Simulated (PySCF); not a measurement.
Compound: C5H5F2O (doublet state).
SMILES with atom numbers: `[F:1][CH:2]([F:3])[C:4]1[CH2:5][CH:6]=[CH:7][O:8]1` (hydrogens: H9 on C2; H10, H11 on C5; H12 on C6; H13 on C7)

Structure used (GFN2-xTB), in Å, numbered top down from 1:
```xyz
13
C5H5F2O angstrom
F      2.5381   -0.7120   -0.6659
C      1.8761   -0.2207    0.4331
F      2.4421    1.0174    0.6206
C      0.4305   -0.1453    0.2217
C     -0.3307    0.5906   -0.8271
C     -1.7282    0.2254   -0.4320
C     -1.6745   -0.5661    0.6446
O     -0.4114   -0.8124    1.0657
H      2.1418   -0.8477    1.2956
H     -0.1499    1.6755   -0.8020
H     -0.0754    0.2644   -1.8462
H     -2.6070    0.5587   -0.9439
H     -2.4558   -1.0275    1.2180
```

The hyperfine couplings belong to this conformer and change with its torsions.

Theory: PySCF 2.14.0, UKS B3LYP, pcH-1 on C F H O, non-relativistic, mean-field spin-orbit, GIAO. One conformer (not necessarily the lowest) at the GFN2-xTB geometry, without solvent, vibrations or thermal averaging. A GFN2-xTB geometry isn't a minimum of the functional, and hyperfine couplings can be far from their values at a DFT geometry. Stability of the SCF solution: not tested.

(1) Match the computed a_iso(13C) values +79.6, -37.4, -32.2, -10.0, +9.1 MHz with the sites C2; C4; C5; C6; C7.

(2) Match the computed a_iso(1H) values +150.2, -7.5, -1.7, +0.6 MHz (means over equivalent nuclei) with the sites H9; H10/H11; H12; H13.

Answers

(1) 
```
site  a_iso (MHz)  ρ(0) (bohr⁻³)                 position  distance from C4 (Å)  spin population  largest |T| (MHz)
  C2        -32.2        -0.0286           1 bond from C4                  1.46            -0.01                4.0
  C4        +79.6        +0.0708  largest spin population                  0.00            +0.79              144.5
  C5        -37.4        -0.0333           1 bond from C4                  1.49            -0.09                1.7
  C6         +9.1        +0.0081          2 bonds from C4                  2.29            +0.10               13.7
  C7        -10.0        -0.0089          2 bonds from C4                  2.19            -0.06                8.9
```

(2) 
| site | a_iso (MHz) | ρ(0) (bohr⁻³) | position | distance from C4 (Å) | bound to | spin population there | largest \|T\| (MHz) |
| --- | --- | --- | --- | --- | --- | --- | --- |
| H9 | -1.7 | -0.0004 | β, 2 bonds from C4 | 2.14 | C2 | -0.01 | 9.8 |
| H10/H11 | +150.2 | +0.0336 | β, 2 bonds from C4 | 2.17 | C5 | -0.09 | 7.5 |
| H12 | -7.5 | -0.0017 | γ, 3 bonds from C4, on C6 of spin population +0.10 | 3.33 | C6 | +0.10 | 6.2 |
| H13 | +0.6 | +0.0001 | γ, 3 bonds from C4 | 3.18 | C7 | -0.06 | 4.4 |

ρ(0) is the spin density at the nucleus and T the dipolar tensor; entries for several nuclei are means. The largest Mulliken spin populations are on C4 (+0.79), C6 (+0.10), O8 (+0.10) and C5 (-0.09). C4 is the only atom above +0.15. The positive populations add up to 1.16 and the negative ones to -0.16, together 2S = 1. The angles at C4 add up to 360.0°, so it is planar.

Nuclei that the bonding pattern makes equivalent are averaged, as if the motion that swaps them (rotation, inversion, ring flip) were fast.
